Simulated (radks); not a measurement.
Results of a calculation; reference values are marked as such.
Q: The sulfur ion S4+, [Ne] 3s2. Level of theory: non-relativistic Kohn-Sham, LDA (Slater exchange, Perdew-Wang correlation), spin-polarised, spherical densities, point nucleus (a radial shooting solver on a logarithmic mesh with Libxc functionals). Every spin shell is full or empty, so the densities are truly spherical. Functionals are evaluated on that one density, not self-consistently. Rank these orbital-free kinetic functionals by their error against the exact value of the orbitals, and give that value: Thomas-Fermi, von Weizsacker, TF + vW, TF + vW/9, APBEK, revAPBEK, Thakkar, Pearson, PG1, DePristo-Kress, Ernzerhof.

A: Exact: 391.751 hartree. From best to worst, with 100 (|E| - |E exact|)/|E exact| (equal figures are ties): Thakkar -0.02, DePristo-Kress +0.07, Ernzerhof +0.15, APBEK +0.31, TF + vW/9 -0.50, revAPBEK +0.68, Pearson -1.59, Thomas-Fermi -7.34, PG1 +25.28, von Weizsacker -38.46, TF + vW +54.20.
